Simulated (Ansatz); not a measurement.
Isolated molecules relaxed with PBE0-D4/def2-TZVP in Ansatz; ΔE leaves out vibrations. CCSD(T)/CBS adds triple-zeta CCSD(T) − MP2 to the extrapolated MP2 energy (def2 sets, frozen cores). DFT in def2-TZVPP. B3LYP here is the variant with VWN-RPA as its local correlation; programs differ in this. Elements past krypton have def2 core potentials. For Nb, Ti outer-core shells are correlated without core-valence functions, which leaves a few kJ/mol of doubt a bond. Scalar relativity is left out up to krypton. Each species was taken in one conformer, which may not be the lowest.

Consider the redistribution: `[NH]=[Nb]([NH2])([NH2])[F]` + `[NH2][Ti]([NH2])([Cl])[Cl]` → `[NH]=[Nb]([NH2])([F])[Cl]` + `[NH2][Ti]([NH2])([NH2])[Cl]`.

`[NH]=[Nb]([NH2])([NH2])[F]`:

```xyz
10

N     0.704    1.428    0.895
Nb   -0.022   -0.110    0.506
N     1.295   -1.032   -0.639
N    -1.679    0.330   -0.473
F    -0.431   -1.187    2.013
H     1.104    2.247    1.330
H     1.124   -1.917   -1.097
H     2.185   -0.659   -0.930
H    -2.002    1.258   -0.697
H    -2.278   -0.359   -0.907
```

`[NH2][Ti]([NH2])([Cl])[Cl]`:

Cartesian coordinates in Å:
```
N -0.140 1.559 0.106
Ti -0.547 -0.252 0.084
N 1.055 -1.119 -0.245
Cl -1.333 -0.847 2.062
Cl -1.973 -0.657 -1.555
H 0.771 1.970 -0.033
H -0.839 2.272 0.267
H 1.358 -1.419 -1.162
H 1.648 -1.506 0.477
```

`[NH]=[Nb]([NH2])([F])[Cl]`:

Cartesian coordinates in Å:
```
N -0.666 -1.482 0.396
Nb 0.093 -0.255 -0.568
N 0.359 1.193 0.707
F 1.740 -0.860 -1.241
Cl -1.322 0.413 -2.273
H -1.093 -2.275 0.850
H 0.091 1.198 1.678
H 0.798 2.069 0.450
```

`[NH2][Ti]([NH2])([NH2])[Cl]`:

```xyz
11

N     0.969    1.100   -0.963
Ti    0.083    0.180    0.405
N    -1.742    0.208   -0.011
N     0.637   -1.605    0.311
Cl    0.493    1.077    2.414
H     1.008    2.110   -1.010
H     1.575    0.690   -1.658
H    -2.461   -0.036    0.657
H    -2.153    0.588   -0.851
H     1.521   -1.925    0.686
H     0.070   -2.388    0.022
```

| level | ΔE (kcal/mol) | difference from CCSD(T)/CBS |
| --- | --- | --- |
| r2SCAN-D4 | 0.4 | 0.8 |
| r2SCANh-D4 | 0.3 | 0.7 |
| r2SCAN0-D4 | 0.1 | 0.5 |
| BLYP | 0.5 | 0.9 |
| B3LYP | 0.2 | 0.6 |
| CCSD/def2-SVP | -0.1 | 0.3 |
| CCSD(T)/def2-SVP | 0.8 | 1.2 |
| MP2/def2-TZVPP | -0.6 | -0.2 |
| CCSD/def2-TZVPP | -0.8 | -0.4 |
| CCSD/CBS(def2) | -0.8 | -0.4 |
| CCSD(T)/CBS | -0.4 | 0 |

Largest T1 diagnostic among the species: 0.025, so the coupled-cluster value is less sure than usual.

Leaving LDA and LC-ωPBE aside and taking each functional with its dispersion term where it has one, the values, not all of them listed here, spread over 0.8 kcal/mol, from ωB97X-V to BLYP-D4. At CCSD(T), def2-SVP lies +1.2 kcal/mol from the extrapolated value and def2-TZVPP −0.0 kcal/mol.
